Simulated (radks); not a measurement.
Values are calculated unless marked as measured or tabulated.
Neutral vanadium inside a hard spherical wall (all orbitals vanish at R), configuration held at [Ar] 3d3 4s2 and not refilled when levels cross. Level of theory: non-relativistic Kohn-Sham, LDA (Slater exchange, VWN5 correlation), spin-polarised, spherical densities, point nucleus; open shells are filled with parallel spins first (a radial shooting solver on a logarithmic mesh with Libxc functionals). Eigenvalues in eV for spin up, with the zero of energy where the potential of the charges vanishes at infinity; a dash marks a level that is unbound or too diffuse for the functional's potential to be trusted. A positive occupied level is held by the wall or, in an anion where self-interaction has pushed it up, behind a barrier. The pressure on the wall is -dE/dV.

[
 {"R (bohr)": "free", "E (hartree)": "-941.74220", "kinetic (hartree)": "940.449", "e(3s)": "-69.666", "e(3p)": "-44.720", "e(3d)": "-6.380", "e(4s)": "-5.069", "e(4p, empty)": "-1.675", "e(5s, empty)": "-0.070", "pressure (GPa)": "0"},
 {"R (bohr)": "10", "E (hartree)": "-941.74152", "kinetic (hartree)": "940.455", "e(3s)": "-69.610", "e(3p)": "-44.664", "e(3d)": "-6.326", "e(4s)": "-5.024", "e(4p, empty)": "-1.552", "e(5s, empty)": "1.773", "pressure (GPa)": "0.0177"},
 {"R (bohr)": "8", "E (hartree)": "-941.73611", "kinetic (hartree)": "940.494", "e(3s)": "-69.345", "e(3p)": "-44.400", "e(3d)": "-6.074", "e(4s)": "-4.800", "e(4p, empty)": "-1.126", "e(5s, empty)": "4.342", "pressure (GPa)": "0.241"},
 {"R (bohr)": "5", "E (hartree)": "-941.58637", "kinetic (hartree)": "941.154", "e(3s)": "-66.471", "e(3p)": "-41.558", "e(3d)": "-3.386", "e(4s)": "-1.538", "e(4p, empty)": "3.649", "e(5s, empty)": "22.814", "pressure (GPa)": "16.3"},
 {"R (bohr)": "4", "E (hartree)": "-941.24521", "kinetic (hartree)": "942.353", "e(3s)": "-62.941", "e(3p)": "-38.105", "e(3d)": "0.013", "e(4s)": "4.069", "e(4p, empty)": "10.920", "e(5s, empty)": "46.083", "pressure (GPa)": "88.5"},
 {"R (bohr)": "3.5", "E (hartree)": "-940.80857", "kinetic (hartree)": "943.776", "e(3s)": "-59.766", "e(3p)": "-35.008", "e(3d)": "3.246", "e(4s)": "10.460", "e(4p, empty)": "18.739", "e(5s, empty)": "68.933", "pressure (GPa)": "234"},
 {"R (bohr)": "3", "E (hartree)": "-939.87903", "kinetic (hartree)": "946.727", "e(3s)": "-54.695", "e(3p)": "-30.017", "e(3d)": "8.758", "e(4s)": "22.908", "e(4p, empty)": "33.244", "e(5s, empty)": "108.30", "pressure (GPa)": "709"},
 {"R (bohr)": "2.5", "E (hartree)": "-937.64865", "kinetic (hartree)": "953.711", "e(3s)": "-45.667", "e(3p)": "-20.864", "e(3d)": "19.303", "e(4s)": "49.687", "e(4p, empty)": "62.725", "e(5s, empty)": "182.16", "pressure (GPa)": "2610"},
 {"R (bohr)": "1.5", "E (hartree)": "-909.32039", "kinetic (hartree)": "1030.748", "e(3s)": "27.211", "e(3p)": "56.120", "e(3d)": "101.93", "e(4s)": "300.17", "e(4p, empty)": "311.55", "e(5s, empty)": "730.68", "pressure (GPa)": "85200"}
]
